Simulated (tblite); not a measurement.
C3H10OSi (SMILES C[Si](C)(C)O), singlet, geometry from GFN2-xTB; GFN1-xTB run with tblite.

Input for tblite:
```
$ tblite run mol.xyz --method gfn1 --charge 0 --spin 0 --guess eeq --json tblite.json --no-restart

# file mol.xyz
15

C     -0.06998070     1.17580699    -1.48327614
Si    -0.02198252     0.01459389     0.02921511
C     -0.82070664    -1.66327471    -0.35613988
C      1.78838348    -0.18625162     0.59541778
O     -0.94934960     0.60545492     1.24544665
H      0.45701902     0.75088546    -2.33099535
H      0.38922241     2.13668663    -1.26620147
H     -1.09206551     1.36669344    -1.79712218
H     -0.80770921    -2.31025554     0.51483519
H     -0.29908420    -2.17546297    -1.15808331
H     -1.85594160    -1.54197020    -0.65767680
H      2.39412918    -0.66888878    -0.16421924
H      2.24919838     0.77344668     0.81429533
H      1.85155435    -0.79078615     1.49549654
H     -0.76994763     1.45401361     1.64107608
```

Problem. Predict the main parts of the log of this tblite run.

Solution. 
```
xTB calculator
 | screened Coulomb repulsion
 | Coulomb electrostatics
 |  * isotropic Klopman-Ohno-Mataga-Nishimoto electrostatics
 |  * onsite third-order electrostatics
 | DFT-D3(BJ) dispersion correction

halogen bonding energy    0.0000000000000E+00 Eh
repulsion energy          2.2300980669541E-01 Eh
dispersion energy        -5.1749966379082E-03 Eh
number of electrons       3.2000000000000E+01 e
integral cutoff           2.8146159136829E+01 bohr

------------------------------------------------------------
  cycle        total energy    energy error   density error
------------------------------------------------------------
      1     -18.35951848205  -1.8577353E+01   5.4072772E-01
      2     -18.36403622494  -4.5177429E-03   3.2605027E-01
      3     -18.36458093927  -5.4471433E-04   1.5706478E-02
      4     -18.36471467057  -1.3373130E-04   4.9944636E-03
      5     -18.36472380081  -9.1302477E-06   1.6045720E-03
      6     -18.36473054624  -6.7454304E-06   6.0736285E-04
      7     -18.36473066991  -1.2366915E-07   6.0085639E-05
      8     -18.36473067205  -2.1313475E-09   9.6718797E-06
------------------------------------------------------------

electronic energy        -1.8582565482103E+01 Eh
total energy             -1.8364730672045E+01 Eh

Post processing:
 | Mayer-Wiberg bond orders

[Info] JSON dump of results written to 'tblite.json'
```
